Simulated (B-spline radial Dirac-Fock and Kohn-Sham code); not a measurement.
**What relativity does to the binding energies of Sn²⁵⁺**

System: Sn²⁵⁺, [Ar] 3d7.

Both columns are ΔSCF binding energies of the configuration average from a radial finite-basis atomic code: non-relativistic Hartree-Fock with a point nucleus, and Dirac-Fock with a finite nucleus and the Coulomb interaction alone, averaged over the two j levels with weights 2j+1.

| shell | Hartree-Fock (eV) | Dirac-Fock (eV) | shift (eV) | shift (%) |
| --- | --- | --- | --- | --- |
| 1s | 29226.3 | 30266.9 | +1040.53 | +3.56 |
| 2s | 5166.5 | 5427.3 | +260.76 | +5.05 |
| 2p | 4883.9 | 4963.7 | +79.74 | +1.63 |
| 3s | 1668.1 | 1731.3 | +63.13 | +3.78 |
| 3p | 1551.0 | 1574.1 | +23.13 | +1.49 |
| 3d | 1355.5 | 1352.7 | -2.75 | -0.20 |

Relativity binds 1s, 2s, 2p, 3s, 3p more strongly, among those listed most of all 2s in relative terms, and 3d more weakly, because the contracted s and p shells screen the nucleus better.

Values without a named source are computed, but for edge energies of neutral atoms, which are taken from tables.
